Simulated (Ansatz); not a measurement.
Two isomers of C2H4FNSi: A = `N#C[SiH2]CF`, B = `N=C=C(F)[SiH3]`.

Gas-phase electronic energies from Ansatz, PBE0-D4/def2-TZVP geometries. CCSD(T)/CBS is the MP2 limit (def2-TZVPP, def2-QZVPP) plus CCSD(T) − MP2 in def2-TZVPP, frozen cores. Functionals use def2-TZVPP. B3LYP here is the variant with VWN-RPA as its local correlation; programs differ in this. Each species was taken in one conformer, which may not be the lowest.

Problem. Which isomer does CCSD(T)/CBS put lower? Give the gap. (An estimate is asked.)

Solution. Computed: A, by 38.5 kcal/mol.

Problem. Give E(B) − E(A) in kcal/mol with MP2/def2-TZVPP, CCSD/def2-TZVPP, r2SCAN-D4, B3LYP-D4, PBE0-D4, CCSD(T)/def2-SVP, LDA (SPW92). (An estimate is asked.)

Solution. The calculation gave: MP2/def2-TZVPP 41.6, CCSD/def2-TZVPP 40.2, r2SCAN-D4 30.6, B3LYP-D4 32.5, PBE0-D4 30.9, CCSD(T)/def2-SVP 37.8, LDA (SPW92) 22.5. None reverses the order clearly.

Problem. Does the order hold for the free energy at 298.15 K (harmonic terms from PBE0-D4)? (Estimate.)

Solution. Computed: Yes: G(B) − G(A) = +37.3 kcal/mol, for one conformer each.

Largest T1 diagnostic: 0.015.

From r2SCAN to r2SCAN0 (25 % exact exchange), in def2-TZVPP and without D4, E(B) − E(A) moves by +2.0 kcal/mol. Leaving LDA and LC-ωPBE aside and taking each functional with its dispersion term where it has one, the values, not all of them listed here, spread over 8.8 kcal/mol, from PBE-D4 to B2PLYP. LDA lies −5.6 kcal/mol from PBE without D4.
